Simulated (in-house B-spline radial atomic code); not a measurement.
Ga⁺. Computed with a B-spline radial atomic code. Model: all-electron spherical atom, spin shells full or empty, radial basis limit, no spin-orbit coupling, Breit or QED, empty-state partial waves extrapolated as (l+1/2)^-4, RPA, G0W0 and static COHSEX of the highest shell as one setting changes (uncorrelated shells keep exact exchange).

Given: element Ga; charge 1; filled core Ar; hamiltonian one-electron scalar X2C; mean-field start PBE; highest l of empty states 9; nuclear rms radius 3.9973 fm; highest mean-field shell 4s.

Shell: 3d 5 5, 4s 1 1 (electrons up and down).

```json
{"lowest nl shells left uncorrelated": "0", "RPA correlation energy (hartree)": "-2.311", "G0W0 level (eV)": "-20.827", "G0W0 minus most complete (meV)": "0", "COHSEX level (eV)": "-22.969", "removal by RPA minus most complete (meV)": "0"}
{"lowest nl shells left uncorrelated": "1", "RPA correlation energy (hartree)": "?", "G0W0 level (eV)": "?", "G0W0 minus most complete (meV)": "?", "COHSEX level (eV)": "?", "removal by RPA minus most complete (meV)": "?"}
{"lowest nl shells left uncorrelated": "2", "RPA correlation energy (hartree)": "?", "G0W0 level (eV)": "?", "G0W0 minus most complete (meV)": "?", "COHSEX level (eV)": "?", "removal by RPA minus most complete (meV)": "?"}
{"lowest nl shells left uncorrelated": "3", "RPA correlation energy (hartree)": "-1.5002", "G0W0 level (eV)": "-20.821", "G0W0 minus most complete (meV)": "6.8", "COHSEX level (eV)": "-22.957", "removal by RPA minus most complete (meV)": "2.7"}
{"lowest nl shells left uncorrelated": "4", "RPA correlation energy (hartree)": "-1.3166", "G0W0 level (eV)": "-20.9", "G0W0 minus most complete (meV)": "-72.5", "COHSEX level (eV)": "-23.118", "removal by RPA minus most complete (meV)": "70.8"}
{"lowest nl shells left uncorrelated": "5", "RPA correlation energy (hartree)": "-0.7859", "G0W0 level (eV)": "-20.872", "G0W0 minus most complete (meV)": "-44.4", "COHSEX level (eV)": "-23.097", "removal by RPA minus most complete (meV)": "9.6"}
{"lowest nl shells left uncorrelated": "6", "RPA correlation energy (hartree)": "-0.074265", "G0W0 level (eV)": "-20.212", "G0W0 minus most complete (meV)": "615.1", "COHSEX level (eV)": "-22.048", "removal by RPA minus most complete (meV)": "-903.1"}
```

(1) What follows for lowest nl shells left uncorrelated = 2?

(2) What follows for lowest nl shells left uncorrelated = 1?

## Answers

(1) RPA correlation energy -1.9854 hartree; G0W0 level -20.832 eV; G0W0 minus most complete -4.2 meV; COHSEX level -22.979 eV; removal by RPA minus most complete 6.1 meV.

(2) RPA correlation energy -2.161 hartree; G0W0 level -20.827 eV; G0W0 minus most complete 0.3 meV; COHSEX level -22.968 eV; removal by RPA minus most complete -0.2 meV.
